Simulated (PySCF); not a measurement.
Predicted microwave data (PBE0/pcSseg-1 in PySCF (dipole) on a GFN2-xTB geometry, gas phase) for one isomer of C4H9F3N2Si:

| Item | Value |
| --- | --- |
| Rotational constants | A = 3107, B = 422.5, C = 418.1 MHz |
| Dipole components | \|μa\| = 2.83 D, \|μb\| = 0.31 D, \|μc\| = 0.87 D |
| Inertial defect | -150.19 u·Å² |
| κ | -1.00 |

Task: Which structure is it? (One computed conformer of each.)
A. `[CH3:1]/[CH:2]=[N:3]/[N:4]([SiH3:5])[CH2:6][C:7]([F:8])([F:9])[F:10]` with C2–N3–N4–Si5 -3°, N3–N4–C6–C7 -90°
B. `[H]/[N:1]=[CH:2]/[C@@H:3]([NH:4][SiH3:5])[C:6]([F:7])([F:8])[CH2:9][F:10]` with N1–C2–C3–N4 -19°, C2–C3–N4–Si5 -170°, C2–C3–C6–F7 49°, C3–C6–C9–F10 178°
C. `[CH3:1][C@@H:2]1[NH:3][SiH2:4][NH:5][C@H:6]1[C:7]([F:8])([F:9])[F:10]` with C1–C2–N3–Si4 -146°, C2–N3–Si4–N5 11°, N3–Si4–N5–C6 7°, Si4–N5–C6–C7 -142°
D. `[CH2:1]=[C:2]([CH3:3])[Si:4]([NH2:5])([NH2:6])[C:7]([F:8])([F:9])[F:10]` with C1–C2–Si4–N5 -32°, C2–Si4–N5–H -179° and -35°, C2–Si4–N6–H 81° and -64°
E. `[NH2:1][SiH2:2][NH:3][CH2:4]/[CH:5]=[CH:6]\[C:7]([F:8])([F:9])[F:10]` with H–N1–Si2–N3 -51° and 174°, N1–Si2–N3–C4 -47°, Si2–N3–C4–C5 -80°, N3–C4–C5–C6 -117°

Result: E. It is N[SiH2]NC/C=C\C(F)(F)F, a near-prolate asymmetric top, point group C1. The candidates at the same level (rigid rotor, commonest isotopes):

```
                          SMILES  A (MHz)  B (MHz)  C (MHz)  μa (D)  μb (D)  μc (D)  Δ (u·Å²)  point group                        rotor
  C[C@@H]1N[SiH2]N[C@H]1C(F)(F)F     1767    897.2    692.8    2.06    0.72    0.47   -119.81           C1               asymmetric top
          N[SiH2]NC/C=C\C(F)(F)F     3107    422.5    418.1    2.83    0.31    0.87   -150.19           C1  near-prolate asymmetric top
        C/C=N/N([SiH3])CC(F)(F)F     1581    753.0    585.3    1.90    1.42    0.56   -127.37           C1               asymmetric top
        C=C(C)[Si](N)(N)C(F)(F)F     1439    927.4    768.8    2.42    1.18    0.48   -238.73           C1               asymmetric top
[H]/N=C/[C@@H](N[SiH3])C(F)(F)CF     1243    930.1    697.4    1.04    3.04    0.18   -225.28           C1               asymmetric top
```

`[H]/N=C/[C@@H](N[SiH3])C(F)(F)CF` has B 120 % too high; `C/C=N/N([SiH3])CC(F)(F)F` has B 78 % too high; `C[C@@H]1N[SiH2]N[C@H]1C(F)(F)F` has B 112 % too high; `C=C(C)[Si](N)(N)C(F)(F)F` has B 120 % too high. No structure here is proved a minimum.
